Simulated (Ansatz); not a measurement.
Geometry optimisation, RKS PBE0-D4/6-31G* (Ansatz).

Input file:

```yaml
crystal:
  periodic: [false, false, false]
  atoms:
    - { symbol: B, position_ang: [-0.085613, 0.600618, -0.492997] }
    - { symbol: H, position_ang: [-0.041961, -0.007098, 1.82998] }
    - { symbol: "N", position_ang: [1.1771, -0.003213, -0.709526] }
    - { symbol: H, position_ang: [1.326491, -0.830652, -1.262617] }
    - { symbol: H, position_ang: [2.020884, 0.487631, -0.461579] }
    - { symbol: "N", position_ang: [-1.310073, -0.081362, -0.760129] }
    - { symbol: H, position_ang: [-1.337036, -0.996294, -1.181291] }
    - { symbol: H, position_ang: [-2.173029, 0.418469, -0.894178] }
    - { symbol: O, position_ang: [-0.070896, 1.900656, 0.02225] }
    - { symbol: H, position_ang: [-0.959841, 2.18931, 0.25382] }
    - { symbol: H, position_ang: [-0.025926, 0.698236, 1.887668] }
basis:
  gaussian: { orbitals: "6-31G*" }
hamiltonian:
  xc: pbe0
  dispersion: d4
relax:
  f_tol: 0.03
  max_steps: 50
```

Launched with:

```bash
$ ansatz run input.yaml --threads 1 --pin off --max-ram 2048MiB --backend cpu --events-out ev --progress --plain --runs-dir out
```

**Question.** Where does it end, and by what steps?

**Answer.** It converged. The force dipped under the threshold on the way, but the program's further checks kept it going. After 17 steps the energy has fallen by 0.228 eV; H2 moved furthest, 1.73 Å.

```
step  energy less start (eV)  largest force component (eV/Å)  accepted
   0                  0.0000                           1.559       yes
   1                 -0.1284                           0.223       yes
   2                 -0.1702                           0.154       yes
   3                 -0.1879                           0.142       yes
   4                 -0.1953                           0.157       yes
   5                 -0.2035                           0.142       yes
   6                 -0.2126                           0.125       yes
   7                 -0.2182                           0.165       yes
   8                 -0.2225                           0.067       yes
   9                 -0.2241                           0.114       yes
  10                 -0.2246                           0.175       yes
  11                 -0.2259                           0.073       yes
  12                 -0.2264                           0.040       yes
  13                 -0.2268                           0.025       yes
  14                 -0.2272                           0.050       yes
  15                 -0.2274                           0.026       yes
  16                 -0.2276                           0.013       yes
  17                 -0.2277                           0.010       yes
```

```xyz
11
Properties=species:S:1:pos:R:3
B -0.121 0.469 -0.707
H 0.086 0.736 3.383
N 1.162 0.002 -1.091
H 1.314 -0.792 -1.689
H 1.980 0.293 -0.581
N -1.321 -0.072 -1.265
H -1.302 -0.718 -2.037
H -2.217 0.377 -1.165
O -0.148 1.476 0.249
H -1.047 1.727 0.483
H 0.132 0.878 2.652
```

Time of the run: 43 s on 1 thread of Arm Neoverse V2 (shared host), peak memory 0.17 GiB.
